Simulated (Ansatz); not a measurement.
`[SiH3]CC=[Se]` + `COB(O)O` → `COB(O)O[SiH3]` + `CC=[Se]`  (ligand exchange at the Si–C bond)

Program: Ansatz. Geometries: PBE0-D4/def2-TZVP. ΔE: electronic, gas phase. CBS: MP2 limit from def2 TZ/QZ plus the TZ coupled-cluster correction, frozen cores. For Se outer-core shells are correlated without core-valence functions, which leaves a few kJ/mol of doubt a bond. Scalar relativity is left out up to krypton. One conformer a species, not always the lowest.

`[SiH3]CC=[Se]`:

Cartesian coordinates in Å:
```
Si -0.052 -1.296 -0.285
C 0.309 0.315 0.663
C -0.279 1.436 -0.074
Se 0.549 2.478 -1.224
H 0.655 -1.258 -1.588
H 0.425 -2.445 0.529
H -1.515 -1.422 -0.507
H 1.395 0.401 0.746
H -0.140 0.199 1.655
H -1.347 1.591 0.085
```

`COB(O)O`:

Cartesian coordinates in Å:
```
C 1.517 -0.270 0.025
O 0.442 0.596 0.327
B -0.835 0.234 0.027
O -1.866 1.083 0.324
O -1.094 -0.967 -0.569
H 1.414 -1.225 0.548
H 1.576 -0.467 -1.048
H 2.435 0.219 0.351
H -1.556 1.891 0.739
H -2.033 -1.094 -0.724
```

`COB(O)O[SiH3]`:

Cartesian coordinates in Å:
```
C -1.033 0.284 -1.803
O -0.136 0.150 -0.729
B -0.564 -0.175 0.532
O -1.868 -0.390 0.871
O 0.371 -0.289 1.511
Si 2.007 -0.102 1.447
H -0.460 0.554 -2.690
H -1.560 -0.655 -2.009
H -1.768 1.076 -1.619
H -2.487 -0.300 0.144
H 2.614 -1.082 0.510
H 2.516 -0.345 2.817
H 2.367 1.274 1.020
```

`CC=[Se]`:

Z-matrix (Å, degrees):
```
C
C 1 1.478
H 1 1.097 2 109.8
H 1 1.097 2 109.8 3 115.9
H 1 1.089 2 112.1 3 -122.0
Se 2 1.752 1 126.4 3 122.0
H 2 1.090 1 115.4 3 -58.0
```

| species | CCSD(T)/CBS(def2) energy (Eh) |
| --- | --- |
| `[SiH3]CC=[Se]` | -2769.46687 |
| `COB(O)O` | -291.53393 |
| `COB(O)O[SiH3]` | -581.84299 |
| `CC=[Se]` | -2479.18597 |

Problem. Work out ΔE.

Solution. ΔE = (-581.84299) + (-2479.18597) − (-2769.46687) − (-291.53393) = -0.02816 Eh = -73.9 kJ/mol.

Largest T1 diagnostic among the species: 0.016.

From PBE to PBE0 (25 % exact exchange), in def2-TZVPP and without D4, ΔE moves by −4.2 kJ/mol. In def2-TZVPP, CCSD(T) changes the Hartree–Fock value by +19.7 kJ/mol (the triples alone add +2.9 kJ/mol) and MP2 by +22.4 kJ/mol.
